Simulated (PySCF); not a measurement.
Computed properties of Zn(NH2)(SH) (H₃NSZn), SMILES [NH2][Zn][SH]

H₃NSZn, SMILES [NH2][Zn][SH]. The structure is a stationary point at B3LYP-D3(BJ)/def2-TZVP. Other conformers were not sampled. All values are computed for the isolated molecule unless a solvent is named; none is compared with measurement here.

**Structure.** The optimised structure has Cs symmetry. All 12 harmonic modes at B3LYP-D3(BJ)/def2-TZVP (PySCF) are real, so it is a minimum. With heavy atoms numbered as in [Zn:1]([NH2:2])[SH:5], the shortest bond between them is Zn1–N2 at 1.826 Å and the longest Zn1–S5 at 2.172 Å.

**Vibrations.** The strongest infrared lines (harmonic, unscaled, degenerate partners summed) lie at 412 cm⁻¹ (130 km/mol, H 65 %, S 15 %, N 13 %), 674 cm⁻¹ (55 km/mol, N 47 %, H 30 %, Zn 20 %), 368 cm⁻¹ (21 km/mol, S 53 %, N 20 %, H 15 %, Zn 12 %). The softest mode is at 128 cm⁻¹ and the zero-point energy is 21.0 kcal/mol.

**Electronic structure.** PBE0/def2-TZVPD (PySCF) places the frontier levels at -7.16 and -0.85 eV, a gap of 6.31 eV, and gives a dipole moment of 2.01 D and a mean polarisability of 57.7 bohr³.

**Excitations.** TDDFT-CAM-B3LYP/def2-SVPD (PySCF) has S1 at 5.22 eV (238 nm, f = 0.071, bright); the most intense of the 10 singlets computed lies at 7.27 eV (f = 0.36). T1 (TDA) is at 4.62 eV. No vertical singlet excitation falls in the visible range (under 3.1 eV).

**NMR.** GIAO shifts at PBE0/pcSseg-1 (PySCF) (non-relativistic, atoms alike by connectivity averaged): ¹H from -0.4 to -0.1 ppm against TMS.
